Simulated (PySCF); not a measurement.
## Relaxation of doublet RhS₂

These are results of PySCF, UPBE0, basis Rh def2-SVP with ECP28, S def2-SVP (scalar-relativistic core potentials, no spin–orbit coupling, density fitting), not measurements. A (50,194) grid was used.

A start displaced from a saddle point along its imaginary mode, of C2v symmetry, held to at least that symmetry:

Coordinates in bohr (charge 0 multiplicity 2):
```
Rh   -0.2930   -0.0188    0.0000
S     0.4715    0.0303    3.9223
S     0.4715    0.0303   -3.9223
```

Task: What forces act on the atoms at the start (eV/Å)?

Result: 
```tsv
atom	Fx	Fy	Fz
Rh1	0.23	0.01	0.00
S2	-0.12	0.00	-1.20
S3	-0.12	0.00	1.20
```

Task: What does it relax to?

Result: It ends at C2v with Rh–S 2.045 Å (×2); S–Rh–S 121.9°. The frequency run here used a shortcut that can spoil soft modes, so no verdict on minimum or saddle point is given.

Task: How much energy is released, and in how many steps?

Result: 27.7 kJ/mol in 9 steps.

With open d or f shells other occupations or spin states may lie lower.
